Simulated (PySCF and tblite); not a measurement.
The numbers below are computed, except where a source is named.
**Conformers and averaged properties: C11H14S, numbered as in [CH3:1][CH:2]([CH3:3])[c:4]1[cH:5][cH:6][c:7]2[c:8]([cH:9]1)[CH2:10][C@@H:11]2[SH:12]**

Search: ETKDG and KDG, MMFF94s, GFN2-xTB, 90 starts; geometries at GFN2-xTB. Free energies are PBE0-D3(BJ)/6-31G* single points with GFN2-xTB rigid-rotor and vibrational terms (modes under about 100 cm⁻¹ blended into free rotors). Symmetry numbers and mirror images are counted. Conformers within 2.5 kcal/mol (GFN2-xTB free energy) were kept, 4 at most. GIAO shieldings: PBE0/6-31G*. Shifts are against TMS (¹H), TMS (¹³C) at the same level; of two unlike H on one atom, a is the less shielded. Programs: PySCF with density fitting and tblite.

Torsions listed: C1–C2–C4–C5, C10–C11–S12–H12. The 4-ring runs over atoms 7–8–10–11.

```
conformer                      shape  symmetry  E(GFN2) kcal/mol  E(DFT) kcal/mol  G(298.15 K) kcal/mol  weight %  dipole D
        1   4-ring flat; -117°, -59°        C1              0.00             0.00                  0.00      48.4      2.20
        2     4-ring flat; 62°, -58°        C1              0.07             0.14                  0.16      37.2      2.21
        3  4-ring flat; -118°, -159°        C1              1.50             1.45                  1.06       8.0      1.99
        4    4-ring flat; 62°, -159°        C1              1.58             1.56                  1.20       6.4      1.99
```

Weights (%) against temperature:

| T (K) | 1 | 2 | 3 | 4 | S(mix) cal/mol/K |
| --- | --- | --- | --- | --- | --- |
| 250 | 52.0 | 38.0 | 5.7 | 4.3 | 2.00 |
| 298.15 | 48.4 | 37.2 | 8.0 | 6.4 | 2.18 |
| 350 | 45.1 | 36.0 | 10.3 | 8.5 | 2.33 |

Averaged shifts at 298.15 K. ¹H: 7.25 (H5, 1H), 7.15 (H6, 1H), 7.07 (H9, 1H), 4.23 (H11, 1H), 3.70 (H10a, 1H), 2.98 (H10b, 1H), 2.87 (H2, 1H), 1.33 (H3, 3H), 1.33 (H1, 3H) ppm. ¹³C: 142.1 (C4), 141.1 (C7), 136.6 (C8), 120.8 (C5), 116.8 (C6), 116.1 (C9), 42.5 (C10), 40.5 (C11), 38.1 (C2), 25.7 (C1), 25.5 (C3) ppm.

Coordinates of conformer 1 (Å):

```xyz
26

C    -2.419   -0.171    1.804
C    -2.256    0.231    0.336
C    -2.964   -0.767   -0.582
C    -0.795    0.356   -0.025
C    -0.289    1.589   -0.421
C     1.047    1.789   -0.768
C     1.844    0.676   -0.694
C     1.357   -0.566   -0.286
C     0.044   -0.765    0.049
C     2.701   -1.238   -0.419
C     3.237    0.145   -0.893
S     4.549    0.899    0.122
H    -3.473   -0.195    2.072
H    -1.915    0.544    2.450
H    -1.997   -1.155    1.986
H    -2.727    1.211    0.198
H    -4.028   -0.797   -0.355
H    -2.841   -0.477   -1.623
H    -2.559   -1.768   -0.455
H    -0.964    2.433   -0.461
H     1.408    2.760   -1.069
H    -0.335   -1.727    0.360
H     2.759   -2.029   -1.165
H     3.136   -1.591    0.515
H     3.619    0.174   -1.913
H     3.841    0.932    1.250
```

Coordinates of conformer 2 (Å):

```xyz
26

C    -3.071   -0.855    0.450
C    -2.112    0.185    1.033
C    -2.614    1.603    0.753
C    -0.712   -0.009    0.498
C    -0.458    0.117   -0.865
C     0.809   -0.051   -1.419
C     1.807   -0.353   -0.527
C     1.573   -0.470    0.843
C     0.325   -0.313    1.388
C     3.019   -0.763    1.157
C     3.273   -0.651   -0.375
S     4.427    0.651   -0.914
H    -4.060   -0.741    0.890
H    -2.713   -1.861    0.660
H    -3.161   -0.741   -0.627
H    -2.082    0.046    2.119
H    -1.924    2.337    1.164
H    -2.703    1.780   -0.316
H    -3.591    1.752    1.207
H    -1.277    0.356   -1.527
H     0.975    0.057   -2.480
H     0.133   -0.407    2.447
H     3.218   -1.745    1.583
H     3.526   -0.003    1.751
H     3.629   -1.561   -0.858
H     3.742    1.661   -0.382
```

H on N, O and S are left out: they exchange, and hydrogen bonds move them by several ppm. Shifts are unscaled: against experiment ¹³C can be off by 15 ppm or more and ¹H by 0.8 ppm. For its torsions the set is small; conformers may be missing.

Search and properties took 3.7 min on 1 thread of Arm Neoverse V1, shared host (rough), launched as `OMP_NUM_THREADS=1 python ens_run.py task.json out`.
